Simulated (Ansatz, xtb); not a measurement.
Relative energy of two isomers of H8N2OSi2

We compare I, `N[SiH2]N[SiH2]O`, a singlet, with II, `N[Si@@H](O)N[SiH3]`, a singlet. Both are isolated molecules in the gas phase, relaxed with B3LYP/def2-SVP; each stands in its lowest conformer found.

Question: Which of the two would you expect CCSD(T)/def2-SVP + ΔMP2/def2-TZVPP electronic energies to favour?

Answer: Structure II; the calculation gives E(II) − E(I) = −0.120 eV.

How the difference moves with the method:

```tsv
level	geometry	E(II) − E(I) (eV)	departure from the last row (eV)	job, with rough time for the two
B3LYP/def2-SVP	B3LYP/def2-SVP	−0.134	−0.013	optimisation, 2.1 min
HF/def2-SVP	B3LYP/def2-SVP	−0.151	−0.031	part of the CCSD(T) run
MP2/def2-SVP	B3LYP/def2-SVP	−0.153	−0.033	part of the CCSD(T) run
CCSD(T)/def2-SVP	B3LYP/def2-SVP	−0.154	−0.034	single point
CCSD(T)/def2-SVP + ΔMP2/def2-TZVPP	B3LYP/def2-SVP	−0.120		single point, 32 s
```

As drawn, both hold the same kinds of bond in the same numbers.

None of the levels shown reverses the order. The largest departure from CCSD(T)/def2-SVP + ΔMP2/def2-TZVPP is that of CCSD(T)/def2-SVP, 0.034 eV. Levels run at GFN2-xTB geometries aren't shown. The last row adds to CCSD(T) the change of the MP2 difference between the two basis sets, here +0.034 eV.

With thermal terms from frequencies at re-optimised GFN2-xTB minima (ideal gas, soft modes damped towards free rotors, one conformer each, 298.15 K, 1 atm): on the last row, ΔE + ΔZPE = −0.131, ΔH = −0.124, ΔG = −0.139 eV.

The correlated steps freeze 13 core orbitals. Mirror images aren't counted in ΔG. Run with Ansatz 0.2.0, xtb 6.7.1; the last row on 2 threads of Intel(R) Xeon(R) 6975P-C (Granite Rapids) on a shared host.
